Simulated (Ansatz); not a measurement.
C$_{3}$H$_{3}$N$_{2}$ (SMILES C1=CN=C[N]1), doublet, geometry from GFN2-xTB; CASSCF(3,3)/6-31G (Ansatz, a program for electronic structure).

Ansatz was given this input:
Ansatz 0.2 input:
```yaml
crystal:
  periodic: [false, false, false]
  atoms:
    - {symbol: C, position_ang: [-0.98976412, -0.45010160, 0.34706543]}
    - {symbol: C, position_ang: [-0.78451273, 0.73136351, -0.39028973]}
    - {symbol: N, position_ang: [0.53351848, 0.86864644, -0.56989183]}
    - {symbol: C, position_ang: [1.10820921, -0.17567554, 0.02699780]}
    - {symbol: N, position_ang: [0.21119626, -0.98670011, 0.58803431]}
    - {symbol: H, position_ang: [-1.89514824, -0.90686774, 0.69208241]}
    - {symbol: H, position_ang: [-1.48691490, 1.44299914, -0.77447503]}
    - {symbol: H, position_ang: [2.16546572, -0.34327395, 0.05275431]}
basis:
  gaussian:
    orbitals: 6-31G
hamiltonian:
  xc: hf
correlation: {active_space: {window: {electrons: 3, orbitals: 3}}}
magnetization: {spin_polarized: false, initial_magnetization: 1}
```

It wrote (shortened):

```
Functional definition: HF
741 factors; integrals over basis functions are off by at most 2.5e-4 eV
mean field evaluation 1: about -6094.0100 eV, gradient 3.2e1 eV
mean field evaluation 2: about -6094.0234 eV, gradient 3.2e1 eV
mean field evaluation 4: about -6096.7095 eV, gradient 3.7e0 eV
mean field evaluation 8: about -6096.7621 eV, gradient 4.0e-2 eV
mean field evaluation 16: about -6094.9949 eV, gradient 1.7e-2 eV
mean field evaluation 32: about -6096.5408 eV, gradient 3.3e0 eV
mean field evaluation 64: about -6096.5277 eV, gradient 1.9e0 eV
mean field -6096.76163093 eV, -224.0518574033 hartree, gradient 2.1e-6 eV, S^2 0.750000; 12 other end points of the search recorded, 0 dependent functions left out
reference -6096.76163093 eV, -224.0518574033 hartree; 18, 17 occupied and 33, 34 virtual orbitals, 741 factors
state -6097.56984968 eV, -224.0815588946 hartree
Total energy: -6097.56984968 eV, -224.0815588946 hartree
```
